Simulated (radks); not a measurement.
Q: These are the eigenvalues of the occupied orbitals of an atom or ion with whole-number occupations (hartree). All-electron calculation, Dirac Kohn-Sham, LDA (Slater exchange, Perdew-Wang correlation), spin-unpolarised, spherical densities, finite nucleus; Fermi nuclear charge, rms radius of each element as measured or else 0.836 A^(1/3) + 0.57 fm. Program: a radial shooting solver on a logarithmic mesh with Libxc functionals.

1s1/2: -933.6607
2s1/2: -141.3781
2p1/2: -131.7843
2p3/2: -125.3517
3s1/2: -29.55842
3p1/2: -25.73998
3p3/2: -24.60086
3d3/2: -17.82211
3d5/2: -17.59192
4s1/2: -7.72364
4p1/2: -6.46688
4p3/2: -6.25257
4d3/2: -4.23725

Which element is it, and in what charge state? The configuration may be excited. Open shells, if any, fill j = l - 1/2 first.

A: Z = 47, silver, charge +7: Ag7+ in [Kr] 4d4. The list shows which subshells hold electrons but not how many an open one holds; the 1s level, -933.66 hartree, gives Z - s = 43.2 by -(Z - s)^2/2, which with screening and relativity narrows Z to a few neighbours, and the depths of the outer levels then fix element, charge and occupations together.
